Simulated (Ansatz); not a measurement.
Cartesian coordinates in Å:
```
N -0.1435 -1.9695 0.2490
C -0.1778 -1.3360 -0.8266
F -0.4511 -1.9312 -2.0112
Si 0.2149 0.5185 -0.8701
F -0.8465 1.2257 -1.8392
Si 0.0615 1.3174 1.3217
H -0.3240 -2.9685 0.1339
H 1.5562 0.6729 -1.4892
H -1.2623 0.9627 1.8909
H 0.2202 2.7964 1.3154
H 1.1524 0.7114 2.1254
```

The species carries charge 0 and has multiplicity 1.

Q: List the CAM-B3LYP/def2-TZVPP orbital energies in eV (Ansatz). (Estimate.)

A: Ansatz gave: Occupied: -1802.35, -1801.08, -674.43, -673.69, -391.97, -282.24, -146.82, -145.71, -102.20, -102.14, -102.11, -101.03, -101.02, -101.02, -36.11, -34.80, -27.64, -19.84, -18.04, -17.10, -16.62, -15.62, -15.46, -14.54, -14.25, -13.69, -11.91, -11.59, -11.32, -11.08, -10.33, -9.92. Lowest empty: -0.12, 0.92, 1.12, 1.60, 2.15, 2.51, 2.74, 3.17.
